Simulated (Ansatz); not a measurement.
Two isomers of CH5FGeO2: A = `OC(F)[O][GeH3]`, B = `[CH3][Ge]([OH])([OH])[F]`.

Program: Ansatz. Geometries: PBE0-D4/def2-TZVP. ΔE: electronic, gas phase. CCSD(T)/CBS is the MP2 limit (def2-TZVPP, def2-QZVPP) plus CCSD(T) − MP2 in def2-TZVPP, frozen cores. DFT in def2-TZVPP. B3LYP here is the variant with VWN-RPA as its local correlation; programs differ in this. For Ge outer-core shells are correlated without core-valence functions, which leaves a few kJ/mol of doubt a bond. Scalar relativity is left out up to krypton. One conformer a species, not always the lowest.

Which isomer does CCSD(T)/CBS put lower? Give the gap. (Best estimate.)

Ansatz gave: B, by 70.4 kcal/mol.

Give E(B) − E(A) in kcal/mol with B3LYP-D4, MP2/def2-TZVPP, r2SCAN-D4, B2PLYP, CCSD/def2-TZVPP, PBE0-D4, B3LYP. (An estimate is asked.)

Computed: B3LYP-D4 -65.5, MP2/def2-TZVPP -73.6, r2SCAN-D4 -66.0, B2PLYP -68.6, CCSD/def2-TZVPP -68.8, PBE0-D4 -64.4, B3LYP -65.4. None reverses the order clearly.

Largest T1 diagnostic: 0.012.

In def2-TZVPP, CCSD(T) changes the Hartree–Fock value by −3.2 kcal/mol (the triples alone add +0.1 kcal/mol) and MP2 by −8.1 kcal/mol. From PBE to PBE0 (25 % exact exchange), in def2-TZVPP and without D4, E(B) − E(A) moves by −1.2 kcal/mol.
